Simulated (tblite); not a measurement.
Record of a relaxation.

Compound: C₄H₁₃BSSi.
Numbering: `[CH3:1][B:2]([CH3:3])[CH2:4][CH2:5][SiH2:6][SH:7]` (hydrogens: H8, H9, H10 on C1; H11, H12, H13 on C3; H14, H15 on C4; H16, H17 on C5; H18, H19 on Si6; H20 on S7)

Computed with GFN2-xTB (tblite), gas phase: L-BFGS steps from a force-field or distance-geometry start until the largest atomic force falls under 0.01 eV/Å. 9 of its 103 geometries are shown.

Step 0: E = -581.8997 eV, largest atomic force 2.353 eV/Å
```
atom  x, y, z in Å  |  force x, y, z in eV/Å
C1     -2.402   -1.431   -0.482   -0.495   0.615  -0.032
B2     -1.554   -0.164    0.009   -0.010  -0.722  -1.089
C3     -2.074    1.232   -0.490   -1.142  -0.263  -0.503
C4     -0.038   -0.461    0.327   -0.588  -1.242   1.024
C5      0.915    0.626    0.016    1.314   1.728   0.907
Si6     2.642    0.037    0.469    0.440  -0.725   0.098
S7      4.168    1.210   -0.477    1.212  -0.479  -0.347
H8     -1.920   -2.389   -0.205   -0.738   0.504  -0.319
H9     -2.440   -1.307   -1.602    0.029  -0.492   1.081
H10    -3.470   -1.352   -0.137    1.033  -0.514  -0.316
H11    -1.724    2.090    0.076    0.015   0.068  -0.381
H12    -1.781    1.283   -1.577   -0.060   0.303   1.147
H13    -3.200    1.238   -0.511    1.034   0.243   0.087
H14     0.132   -0.735    1.409   -0.380   0.089  -0.844
H15     0.251   -1.369   -0.231   -0.127   0.174   0.184
H16     0.904    0.975   -1.014   -0.405   0.134   0.063
H17     0.720    1.469    0.734   -0.098  -0.255  -0.995
H18     2.726   -1.347   -0.019    0.277   0.097   0.009
H19     2.855    0.052    1.920    0.050   0.046  -0.101
H20     5.285    0.354   -0.627   -1.361   0.687   0.328
```

Step 13: E = -582.5020 eV, largest atomic force 0.178 eV/Å
```
atom  x, y, z in Å  |  force x, y, z in eV/Å
C1     -2.435   -1.457   -0.498   -0.064   0.027  -0.035
B2     -1.548   -0.202   -0.154    0.134   0.048  -0.038
C3     -2.084    1.238   -0.498   -0.112   0.027  -0.069
C4     -0.060   -0.459    0.316    0.119  -0.022   0.019
C5      0.966    0.657    0.071    0.100   0.050   0.022
Si6     2.701    0.017    0.469   -0.018   0.018   0.031
S7      4.174    1.243   -0.516    0.004   0.058  -0.031
H8     -2.030   -2.416   -0.191    0.073   0.003   0.074
H9     -2.525   -1.486   -1.583   -0.051  -0.050  -0.082
H10    -3.451   -1.390   -0.121   -0.106   0.038   0.046
H11    -1.695    2.065    0.090    0.115  -0.117   0.069
H12    -1.793    1.438   -1.531    0.017   0.036   0.002
H13    -3.168    1.307   -0.474   -0.090  -0.006  -0.003
H14    -0.059   -0.734    1.378   -0.005   0.108  -0.067
H15     0.325   -1.348   -0.192   -0.125  -0.098   0.010
H16     0.910    0.964   -0.976   -0.011  -0.001   0.031
H17     0.741    1.549    0.663   -0.062  -0.130  -0.026
H18     2.934   -1.330   -0.051   -0.011  -0.016  -0.028
H19     2.982    0.042    1.900    0.026   0.003   0.072
H20     5.111    0.313   -0.515    0.066   0.024   0.002
```

Step 26: E = -582.5365 eV, largest atomic force 0.068 eV/Å
```
atom  x, y, z in Å  |  force x, y, z in eV/Å
C1     -2.460   -1.464   -0.511    0.004   0.023   0.011
B2     -1.538   -0.210   -0.236   -0.038   0.008  -0.001
C3     -2.079    1.244   -0.517   -0.001  -0.005   0.012
C4     -0.062   -0.476    0.276   -0.034  -0.005  -0.020
C5      0.982    0.628    0.059   -0.015  -0.011  -0.006
Si6     2.721    0.016    0.481    0.053  -0.005  -0.009
S7      4.172    1.268   -0.517   -0.031   0.020   0.003
H8     -2.048   -2.402   -0.143   -0.020   0.027  -0.003
H9     -2.593   -1.576   -1.588   -0.006   0.004   0.021
H10    -3.461   -1.351   -0.099    0.009   0.011  -0.008
H11    -1.657    2.002    0.140    0.020  -0.017   0.004
H12    -1.802    1.535   -1.531    0.022  -0.009   0.006
H13    -3.163    1.322   -0.462   -0.009  -0.016  -0.010
H14    -0.127   -0.681    1.351    0.006  -0.001   0.007
H15     0.303   -1.411   -0.158    0.045   0.006  -0.025
H16     0.953    0.966   -0.979   -0.027  -0.052  -0.035
H17     0.718    1.496    0.663    0.018   0.026   0.026
H18     2.961   -1.322   -0.055    0.008  -0.031   0.002
H19     3.023    0.049    1.911   -0.014   0.000   0.009
H20     5.150    0.378   -0.496    0.012   0.025   0.018
```

Step 38: E = -582.5455 eV, largest atomic force 0.105 eV/Å
```
atom  x, y, z in Å  |  force x, y, z in eV/Å
C1     -2.490   -1.450   -0.499    0.003   0.020   0.014
B2     -1.538   -0.220   -0.247    0.025   0.037   0.047
C3     -2.060    1.241   -0.513   -0.020   0.037   0.000
C4     -0.063   -0.500    0.262    0.014  -0.001  -0.014
C5      0.992    0.592    0.031   -0.044   0.013  -0.006
Si6     2.734   -0.009    0.468   -0.105  -0.001   0.006
S7      4.125    1.306   -0.519    0.070   0.033  -0.044
H8     -2.098   -2.385   -0.105   -0.050  -0.033  -0.038
H9     -2.632   -1.580   -1.573    0.019  -0.029   0.028
H10    -3.485   -1.296   -0.088   -0.009  -0.021   0.012
H11    -1.645    1.972    0.176    0.032   0.027  -0.029
H12    -1.758    1.552   -1.514    0.033   0.016   0.037
H13    -3.143    1.329   -0.478   -0.023  -0.015  -0.017
H14    -0.132   -0.706    1.338    0.051   0.013  -0.067
H15     0.305   -1.431   -0.180   -0.026  -0.007   0.032
H16     0.951    0.907   -1.015    0.045  -0.042  -0.005
H17     0.751    1.482    0.616   -0.043  -0.049   0.010
H18     2.997   -1.353   -0.040    0.037  -0.010  -0.032
H19     3.000    0.046    1.903    0.026  -0.004   0.034
H20     5.182    0.513   -0.435   -0.033   0.017   0.033
```

Step 51: E = -582.5654 eV, largest atomic force 0.072 eV/Å
```
atom  x, y, z in Å  |  force x, y, z in eV/Å
C1     -2.573   -1.415   -0.441   -0.007  -0.001   0.003
B2     -1.546   -0.236   -0.227   -0.042   0.002   0.016
C3     -2.006    1.250   -0.492    0.000  -0.012   0.007
C4     -0.060   -0.578    0.214   -0.037   0.019  -0.024
C5      1.004    0.490   -0.061    0.010  -0.001   0.002
Si6     2.748   -0.043    0.438    0.058   0.021  -0.020
S7      4.038    1.392   -0.540   -0.016  -0.018   0.040
H8     -2.261   -2.370   -0.024    0.033   0.011   0.002
H9     -2.704   -1.567   -1.514    0.013  -0.005  -0.004
H10    -3.566   -1.191   -0.056    0.008   0.025   0.017
H11    -1.627    1.950    0.250    0.020  -0.010   0.002
H12    -1.605    1.585   -1.450    0.017   0.000   0.010
H13    -3.085    1.373   -0.541    0.007  -0.016  -0.011
H14    -0.077   -0.769    1.294   -0.012  -0.058  -0.041
H15     0.261   -1.519   -0.243   -0.013  -0.008   0.049
H16     0.996    0.744   -1.124   -0.023  -0.007  -0.004
H17     0.741    1.405    0.473    0.000   0.025  -0.021
H18     3.143   -1.363   -0.057   -0.031   0.039  -0.012
H19     2.984    0.029    1.881    0.006   0.018  -0.039
H20     5.189    0.843   -0.195    0.009  -0.023   0.029
```

Step 64: E = -582.5722 eV, largest atomic force 0.029 eV/Å
```
atom  x, y, z in Å  |  force x, y, z in eV/Å
C1     -2.605   -1.401   -0.409   -0.018  -0.007   0.005
B2     -1.553   -0.243   -0.216   -0.001  -0.017  -0.021
C3     -1.972    1.252   -0.483   -0.002  -0.004   0.009
C4     -0.066   -0.614    0.193    0.009  -0.002  -0.005
C5      1.000    0.445   -0.110   -0.006   0.008  -0.014
Si6     2.754   -0.037    0.404   -0.016   0.003   0.002
S7      4.038    1.438   -0.512    0.003   0.002  -0.001
H8     -2.312   -2.354    0.026    0.018   0.006   0.004
H9     -2.738   -1.570   -1.479    0.004  -0.001   0.005
H10    -3.590   -1.144   -0.026   -0.016   0.001   0.012
H11    -1.616    1.926    0.294   -0.001   0.002   0.000
H12    -1.514    1.599   -1.409   -0.001   0.007   0.009
H13    -3.045    1.396   -0.580   -0.009   0.007  -0.013
H14    -0.065   -0.820    1.269    0.017   0.006   0.002
H15     0.228   -1.558   -0.274    0.025  -0.007   0.012
H16     0.989    0.652   -1.183    0.004   0.018  -0.015
H17     0.727    1.381    0.381    0.005   0.013  -0.001
H18     3.175   -1.341   -0.105   -0.001  -0.011  -0.009
H19     2.986    0.044    1.845   -0.019  -0.017   0.010
H20     5.176    0.960   -0.039    0.006  -0.006   0.008
```

Step 76: E = -582.5763 eV, largest atomic force 0.047 eV/Å
```
atom  x, y, z in Å  |  force x, y, z in eV/Å
C1     -2.606   -1.411   -0.387   -0.004  -0.010   0.015
B2     -1.550   -0.251   -0.227    0.000  -0.004  -0.027
C3     -1.966    1.247   -0.485   -0.010  -0.003  -0.006
C4     -0.056   -0.605    0.173   -0.013   0.015  -0.005
C5      0.994    0.465   -0.151    0.007   0.021  -0.004
Si6     2.738   -0.031    0.377    0.010  -0.031   0.008
S7      4.067    1.442   -0.468    0.045   0.002   0.012
H8     -2.300   -2.354    0.058    0.013  -0.017   0.011
H9     -2.763   -1.601   -1.449    0.015   0.015  -0.007
H10    -3.583   -1.149    0.013   -0.007   0.010   0.013
H11    -1.628    1.896    0.322   -0.034   0.020   0.005
H12    -1.478    1.623   -1.385   -0.018  -0.014   0.009
H13    -3.036    1.396   -0.609    0.022   0.002  -0.002
H14    -0.045   -0.787    1.254    0.002  -0.002  -0.020
H15     0.255   -1.553   -0.275   -0.020   0.011   0.004
H16     0.977    0.669   -1.224    0.008  -0.021  -0.010
H17     0.721    1.403    0.336   -0.003  -0.003   0.009
H18     3.147   -1.332   -0.152    0.012   0.002  -0.008
H19     2.923    0.004    1.827    0.004  -0.005   0.013
H20     5.182    0.940    0.040   -0.027   0.010  -0.010
```

Step 89: E = -582.5810 eV, largest atomic force 0.053 eV/Å
```
atom  x, y, z in Å  |  force x, y, z in eV/Å
C1     -2.607   -1.410   -0.337   -0.006   0.021  -0.008
B2     -1.554   -0.241   -0.237    0.014   0.025   0.023
C3     -1.991    1.252   -0.492    0.009   0.001  -0.012
C4     -0.051   -0.591    0.132    0.008  -0.011   0.000
C5      1.015    0.457   -0.212   -0.010   0.024   0.012
Si6     2.746   -0.052    0.352   -0.002   0.010  -0.020
S7      4.095    1.466   -0.382   -0.022   0.003   0.002
H8     -2.286   -2.344    0.119    0.006   0.013   0.001
H9     -2.793   -1.620   -1.391    0.007  -0.009  -0.017
H10    -3.573   -1.139    0.083   -0.017  -0.009   0.026
H11    -1.723    1.884    0.355   -0.010  -0.007  -0.018
H12    -1.453    1.663   -1.347   -0.025   0.008   0.013
H13    -3.055    1.385   -0.676    0.046  -0.026  -0.001
H14    -0.028   -0.767    1.214   -0.001   0.007  -0.012
H15     0.242   -1.547   -0.309   -0.007  -0.019  -0.014
H16     1.012    0.635   -1.290   -0.006  -0.020   0.010
H17     0.753    1.409    0.253   -0.020   0.015  -0.001
H18     3.185   -1.324   -0.220    0.007   0.000   0.007
H19     2.873   -0.069    1.808    0.013  -0.013   0.001
H20     5.189    0.964    0.163    0.015  -0.013   0.009
```

Step 102: E = -582.5825 eV, largest atomic force 0.010 eV/Å
```
atom  x, y, z in Å  |  force x, y, z in eV/Å
C1     -2.603   -1.406   -0.312   -0.001  -0.001   0.002
B2     -1.552   -0.233   -0.237    0.000  -0.004   0.002
C3     -2.000    1.255   -0.500    0.002  -0.006  -0.001
C4     -0.047   -0.585    0.117    0.002  -0.002  -0.002
C5      1.018    0.460   -0.237    0.002   0.001   0.004
Si6     2.744   -0.054    0.337    0.001   0.000   0.001
S7      4.112    1.477   -0.330   -0.002   0.009   0.000
H8     -2.267   -2.333    0.146    0.000   0.000   0.000
H9     -2.802   -1.626   -1.361   -0.006   0.002   0.003
H10    -3.565   -1.141    0.124    0.000   0.004  -0.001
H11    -1.773    1.881    0.363   -0.001   0.002  -0.001
H12    -1.448    1.690   -1.332    0.005   0.000  -0.004
H13    -3.059    1.365   -0.714   -0.001   0.001  -0.003
H14    -0.015   -0.762    1.198   -0.001  -0.001  -0.001
H15     0.238   -1.542   -0.329    0.001  -0.004  -0.002
H16     1.016    0.620   -1.318    0.005  -0.002   0.002
H17     0.752    1.419    0.212    0.000   0.004   0.009
H18     3.196   -1.312   -0.256   -0.002   0.001  -0.003
H19     2.857   -0.115    1.794   -0.003  -0.001  -0.002
H20     5.192    0.951    0.222   -0.001  -0.003  -0.002
```

Problem. Summarise the path.

Solution. The energy falls by 15.75 kcal/mol from step 0 to step 102; nine tenths of that is first reached at step 16. It falls at every step. The largest force goes from 2.353 to 0.010 eV/Å. Among the bonds S7–H20 changes most, from 1.414 to 1.322 Å; the atoms move by 0.428 Å rms after alignment.

The cost below is that of the whole relaxation. The run took 0.71 s wall on one thread, Arm Neoverse V2 (aarch64), no GPU, shared host with 192 logical CPUs at a one-minute load of 34.
